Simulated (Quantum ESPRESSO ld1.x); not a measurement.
The vanadium ion V3+, configuration [Ar] 3d2. All-electron calculation, non-relativistic Kohn-Sham, LDA (Slater exchange, Perdew-Zunger correlation), spin-polarised, spherical densities, point nucleus; open shells are filled with parallel spins first. Program: ld1.x of Quantum ESPRESSO 7.5.

Normalised radial functions P(r) = r R(r), r in bohr:

```
   r/bohr * 2p down, o 3d up (the largest magnitude, 1.83, reaches the edge; | marks zero, & curves that meet)
 0.005054 &
 0.006477 &
 0.008234 o*
  0.01047 o*
  0.01331 o *
  0.01692 o  *
   0.0215 o   *
  0.02734 o     *
  0.03475 o        *
  0.04453 o            *
  0.05661 o                  *
  0.07197 |o                        *
  0.09149 |o                                *
   0.1163 | o                                        *
   0.1479 |  o                                              *
    0.188 |    o                                                 *
    0.239 |       o                                              *
   0.3062 |           o                                   *
   0.3893 |                o                   *
   0.4949 |                     o *
   0.6291 |            *           o
   0.7997 |    *                     o
    1.017 | *                       o
    1.292 *                      o
    1.643 *                 o
    2.105 *           o
    2.676 *     o
    3.402 *  o
    4.325 *o
```

2p down: eigenvalue -536.17 eV, 0 radial nodes, <r> = 0.275 bohr, 90 % of the charge inside 0.452 bohr. 3d up: eigenvalue -38.238 eV, 0 radial nodes, <r> = 1.16 bohr, 90 % of the charge inside 1.93 bohr.
